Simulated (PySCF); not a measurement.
Numbering as in the mapped SMILES `[CH2:1]=[CH:2]/[CH:3]=[CH:4]\[CH:5]=[N:6]\[CH3:7]`. Hydrogens are named by the atom that carries them. Ha(C1) is cis to C3; Hb(C1) is trans to C3.

[PySCF 2.14.0 with density-fitted response routines: geometry: GFN2-xTB; PBE0/pcSseg-1 with gauge-including orbitals; averaged over atoms made equivalent by symmetry, fast rotation or ring inversion; non-relativistic Hamiltonian; one conformer; isolated molecule]

References, each an isolated molecule treated in the same way: TMS for $^{13}$C and $^{1}$H; NH3 for $^{15}$N.

```json
{"atoms": "N6", "nucleus": "$^{15}$N", "count": "1", "δ (ppm)": "?"}
{"atoms": "Ha(C1)", "nucleus": "$^{1}$H", "count": "1", "δ (ppm)": "5.72"}
{"atoms": "C2", "nucleus": "$^{13}$C", "count": "1", "δ (ppm)": "146.5"}
{"atoms": "H(C2)", "nucleus": "$^{1}$H", "count": "1", "δ (ppm)": "9.31"}
{"atoms": "H(C3)", "nucleus": "$^{1}$H", "count": "1", "δ (ppm)": "6.54"}
{"atoms": "C7", "nucleus": "$^{13}$C", "count": "1", "δ (ppm)": "?"}
{"atoms": "H(C4)", "nucleus": "$^{1}$H", "count": "1", "δ (ppm)": "5.91"}
{"atoms": "C4", "nucleus": "$^{13}$C", "count": "1", "δ (ppm)": "?"}
{"atoms": "H(C5)", "nucleus": "$^{1}$H", "count": "1", "δ (ppm)": "8.08"}
{"atoms": "Hb(C1)", "nucleus": "$^{1}$H", "count": "1", "δ (ppm)": "5.77"}
{"atoms": "C3", "nucleus": "$^{13}$C", "count": "1", "δ (ppm)": "?"}
{"atoms": "C1", "nucleus": "$^{13}$C", "count": "1", "δ (ppm)": "133.4"}
{"atoms": "C5", "nucleus": "$^{13}$C", "count": "1", "δ (ppm)": "163.4"}
{"atoms": "H(C7)", "nucleus": "$^{1}$H", "count": "3", "δ (ppm)": "3.84"}
```

Estimate the values marked ?.

Results:


- C3: 148.2 ppm, alkene CH; the olefinic region
- C4: 128.0 ppm, alkene CH; an sp2 carbon of a C=C bond
- C7: 52.8 ppm, methyl carbon bonded to N; pulled downfield by the heteroatom
- N6: 389.0 ppm, imine nitrogen

Shifts are as computed. Against solution values, carbons near 30 ppm lie about +3 ppm off and those near 130 ppm about +5 ppm (rms about the fit 2.1 ppm; single classes can miss by 10 ppm). Of 1328 compounds with measured shifts, 309 miss one by over three times the rms of a fit or turn the order of signals round; such compounds aren't used in these exercises. Signals without a measured value on file couldn't be tested in this way; 1H shifts scatter by 0.2 ppm about their fit, and single ones miss by 0.5 ppm. Experimental scales use liquid or dissolved standards, which lie at an offset from isolated NH3 (liquid NH3: subtract about 20 ppm). Unscaled 15N shifts of sp2 nitrogen often come out too high even then, by a few to some tens of ppm.
